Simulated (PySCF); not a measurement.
**How methods differ on the excitation energy of Ir**

Ir [Xe] 4f14 5d7 6s2 (4F) → Ir [Xe] 4f14 5d8 6s1 (4F), as a difference of total energies. Calculation: PySCF 2.14, in aug-cc-pwCVDZ-PP with ECP60MDF; scalar relativity through the core potential. Correlated levels: valence and next inner shell: nothing frozen outside the core potential. The calculations carry no spin-orbit coupling.

| method | excitation energy (eV) | error (eV) |
| --- | --- | --- |
| UHF | 0.225 | +0.087 |
| MP2 (valence and next inner shell) | 0.320 | +0.182 |
| SCS-MP2 (valence and next inner shell) | 0.428 | +0.290 |
| CCSD (valence and next inner shell) | 0.400 | +0.262 |
| CCSD(T) (valence and next inner shell) | 0.410 | +0.272 |

Reference: 0.138 eV (measured; NIST levels, between the centres of gravity of the two terms).

Errors of the correlated levels include the incompleteness of this basis.
